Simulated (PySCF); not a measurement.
C₂H₇ClOSi₂, SMILES C=C([SiH3])O[SiH2]Cl.

The structure is a stationary point at B3LYP-D3(BJ)/def2-SVP. The structure was generated by enumeration, and PubChem lists no compound with its InChIKey, so it may never have been made. One conformer was computed; it need not be the lowest.

Two levels are set side by side: TDA-PBE/def2-SVPD (PySCF) and TDA-B3LYP/def2-SVPD (PySCF). Vertical, same geometry. The lowest singlet is HOMO→LUMO+1 78 %, HOMO→LUMO 21 % with PBE and HOMO→LUMO+1 65 %, HOMO→LUMO 26 % with the other functional; states are paired by order. Differences are taken from unrounded values.

```
quantity                               TDA-B3LYP  TDA-PBE  TDA-PBE minus TDA-B3LYP
-------------------------------------  ---------  -------  -----------------------
lowest singlet excitation (eV)              6.13     5.52                    -0.61
lowest triplet excitation (TDA) (eV)        4.08     4.06                    -0.02
first bright state (f over 0.05) (eV)       6.56     6.51                    -0.05
its oscillator strength                     0.06     0.06                     0.00
```

Functionals without exact exchange tend to place singlet excitations lower, as here. Differences between two approximate levels are no errors against the true value.

Rough cost on one machine, each run with all the roots and properties that it gave: TDA-B3LYP against TDA-PBE about 3 times.
